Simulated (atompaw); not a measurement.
**How hard is this germanium PAW (atompaw) potential?**

Ge (Z = 32), PAW, made with atompaw 4.2.0.5 (PBEsol, scalar-relativistic). Core [Ar], reference 3d10 4s2 4p2. Waves: 4s (bound): rc 2.45 bohr; 4s channel at -0.05 Ry: rc 1.95 bohr; 4p (bound): rc 2.45 bohr; 4p channel at 0.75 Ry: rc 2.45 bohr; 3d (bound): rc 1.35 bohr; 3d channel at 0.05 Ry: rc 1.35 bohr. Local part: ultrasoft scheme with l = 3 at 0 Ry, radius 2.00 bohr. Core correction: smooth core density matched at 2.25 bohr. Augmentation charge: sinc compensation charge, radius 1.85 bohr; PAW radius 2.45 bohr; waves and projectors: custom rrkj vanderbiltortho.

The pseudo-atom Hamiltonian at the reference potential is diagonalised in spherical Bessel functions j_l(qr) that vanish at 20 bohr, with q² up to the cutoff. All-electron valence levels (Ry): 4s -0.8631, 4p -0.2864, 3d -2.1544.

Q: How do the lowest levels (Ry) of each channel move with the cutoff, and are there ghosts?

A:

```json
{"cutoff (Ry)": "8", "s #1": "-0.8630", "p #1": "-0.2844", "d #1": "-0.0435", "f #1": "0.1087", "f #2": "0.2340", "Σ f·Δε (mRy)": "21114.2"}
{"cutoff (Ry)": "18", "s #1": "-0.8632", "p #1": "-0.2864", "d #1": "-1.5416", "f #1": "0.1087", "f #2": "0.2340", "Σ f·Δε (mRy)": "6128.3"}
{"cutoff (Ry)": "40", "s #1": "-0.8632", "p #1": "-0.2864", "d #1": "-2.1310", "f #1": "0.1087", "f #2": "0.2340", "Σ f·Δε (mRy)": "234.8"}
{"cutoff (Ry)": "60", "s #1": "-0.8632", "p #1": "-0.2865", "d #1": "-2.1534", "f #1": "0.1087", "f #2": "0.2340", "Σ f·Δε (mRy)": "10.1"}
{"cutoff (Ry)": "110", "s #1": "-0.8632", "p #1": "-0.2865", "d #1": "-2.1543", "f #1": "0.1087", "f #2": "0.2340", "Σ f·Δε (mRy)": "1.0"}
{"cutoff (Ry)": "180", "s #1": "-0.8632", "p #1": "-0.2865", "d #1": "-2.1544", "f #1": "0.1087", "f #2": "0.2340", "Σ f·Δε (mRy)": "0.2"}
{"cutoff (Ry)": "400", "s #1": "-0.8632", "p #1": "-0.2865", "d #1": "-2.1544", "f #1": "0.1087", "f #2": "0.2340", "Σ f·Δε (mRy)": "0.0"}
```

Result: no extra level below or beside the all-electron valence levels (s, p, d, f tested); 10 mRy is reached at 70 Ry and 1 mRy at 140 Ry.
